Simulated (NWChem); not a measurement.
Molecule: boron oxyfluoride (BOF); SMILES O=BF

```xyz
3

F      0.0000     0.0000    -1.2080
B      0.0000     0.0000     0.0862
O      0.0000     0.0000     1.3052
```
Atoms are numbered in this order, from 1.

All runs use the structure optimised with PBE-D3(BJ)/def2-SVP.

List the 4 lowest vertical singlet excitations from B3LYP/def2-SVP, TDA (NWChem).


| state | energy (eV) | oscillator strength | leading excitation (squared amplitude) |
|---|---|---|---|
| S1 | 8.08 | 0.063 | HOMO → LUMO (0.99) |
| S2 | 8.08 | 0.063 | HOMO−1 → LUMO (0.99) |
| S3 | 8.86 | 0.000 | HOMO−1 → LUMO+2 (0.50) |
| S4 | 9.08 | 0.000 | HOMO−1 → LUMO+2 (0.49) |
